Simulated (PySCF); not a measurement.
Some computed properties have been withheld. Give your best values.

Compound: C5H12Si.
Geometry (PBE0-D3(BJ)/def2-SVP, Å), atoms numbered from 1 in this order:
```xyz
18
C5H12Si angstrom
C     -2.3372   -0.3480    0.0333
C     -1.0719   -0.9295   -0.5799
C     -0.0355    0.1818   -0.9331
Si     0.8548   -0.2384    0.6889
C      2.7198   -0.4462    0.6862
C     -0.2536   -1.7602    0.4568
H     -2.8621    0.3031   -0.6834
H     -2.1090    0.2581    0.9263
H     -3.0307   -1.1455    0.3428
H     -1.3567   -1.5298   -1.4617
H     -0.4567    1.1796   -1.1247
H      0.5819   -0.1022   -1.8010
H      0.4583    0.6323    1.8428
H      3.0396   -1.0871   -0.1499
H      3.0690   -0.9066    1.6239
H      3.2218    0.5287    0.5816
H     -0.8347   -2.1938    1.2839
H      0.3050   -2.5754   -0.0320
```

```csv
property,level,value
point group,PBE0-D3(BJ)/def2-SVP,Cs
"rotational constants A, B, C",PBE0-D3(BJ)/def2-SVP,"6.174, 1.769, 1.651 GHz"
dipole moment,CAM-B3LYP/def2-SVPD,?
HOMO energy,CAM-B3LYP/def2-SVPD,-8.82 eV
LUMO energy,CAM-B3LYP/def2-SVPD,1.35 eV
lowest singlet excitation,TDDFT CAM-B3LYP/def2-SVPD,"7.33 eV (169 nm, f = 0.011)"
strongest line among the 10 lowest singlet transitions,TDDFT CAM-B3LYP/def2-SVPD,?
lowest triplet excitation (Tamm–Dancoff),TDA CAM-B3LYP/def2-SVPD,?
static isotropic polarisability,CAM-B3LYP/def2-SVPD,?
vertical ionisation energy,ΔSCF CAM-B3LYP/def2-SVPD,9.50 eV
electronic spatial extent ⟨r²⟩ about the centre of nuclear charge,CAM-B3LYP/def2-SVPD,?
13C chemical shifts (computed TMS as zero) by class,GIAO KT3/pcSseg-1,"35.3 (C2), 27.0 (C1), 21.9 (C3/C6), 0.2 (C5) ppm"
1H chemical shifts (computed TMS as zero) by class,GIAO KT3/pcSseg-1,"5.05 (H13), 2.83 (H10), 1.40 (H12/H18), 1.20 (H7/H8/H9), 0.84 (H11/H17), 0.37 (H14/H15/H16) ppm"
"isotropic shieldings of nuclei other than C and H, by class",GIAO KT3/pcSseg-1,?
```

Electronic properties: PySCF, gas phase, density fitting. NMR classes are plain means over equivalent atoms (diastereotopic ones count apart unless rotation or inversion swaps them), as if these changed places fast; in this geometry the members of some classes differ.

(1) The static isotropic polarisability?

(2) What is the lowest triplet excitation (Tamm–Dancoff)?

(3) What are the isotropic shieldings of nuclei other than C and H, by class?

(4) Give the dipole moment.

(5) The strongest line among the 10 lowest singlet transitions?

(6) Give the electronic spatial extent ⟨r²⟩ about the centre of nuclear charge.

Results:

(1) 85.1 au.

(2) 7.01 eV.

(3) 362 (Si4) ppm.

(4) 0.60 D.

(5) S10 at 8.51 eV (146 nm, f = 0.095).

(6) 861 bohr².

No computed singlet falls in the visible range (750 to 380 nm, 1.65 to 3.26 eV); S1 lies 4.07 eV above its blue end. The vertical singlet–triplet gap S1 − T1 is 0.32 eV (TDDFT singlet less Tamm–Dancoff triplet). With B = h/(8π²I), that is 505.379 GHz u Å² over I, the principal moments of inertia are 81.9, 285.6 and 306.0 u Å² (most abundant isotopes); the inertial defect Ic − Ia − Ib is -61.5 u Å² (zero for a rigid planar frame, negative otherwise). In atomic units the dipole is 0.24 e·bohr (1 au = 2.5417 D). The polarisability is 12.61 Å³ as a volume (1 au = 0.148185 Å³), or 1.52 au for each of the 56 electrons. In wavenumbers S1 is 59100 cm⁻¹ (1 eV = 8065.54 cm⁻¹).

One conformer stands for the species.
